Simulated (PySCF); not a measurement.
Method: TPSSh-D3(BJ)/def2-TZVP // B3LYP-D3(BJ)/def2-TZVP (PySCF). Gas-phase values, no solvent. Excitations are Tamm–Dancoff values on a coarser integration grid. The basis has no diffuse functions, so Rydberg states are missing or too high.

Reference species (SMILES): `[Al]([NH2])([NH2])[NH2]` (neutral, multiplicity 1).

```json
{
 "S1–T1 gap (TDA)": "0.25 eV",
 "HOMO–LUMO gap": "5.94 eV",
 "S1 oscillator strength": "0.004",
 "HOMO": "-5.92 eV"
}
```

After one change: the S1–T1 gap (TDA) rises by 0.04 eV; the HOMO–LUMO gap increases by 0.26 eV; the S1 oscillator strength hardly moves; the HOMO falls by 0.95 eV.

Task: Name the change that produced these shifts. The new species is one of these.
A. `[CH3][Al]([NH2])[NH2]`
B. `[CH3][Al]([CH3])[NH2]`
C. `[CH3][Al]([CH3])[CH3]`

Result: C, `[CH3][Al]([CH3])[CH3]`
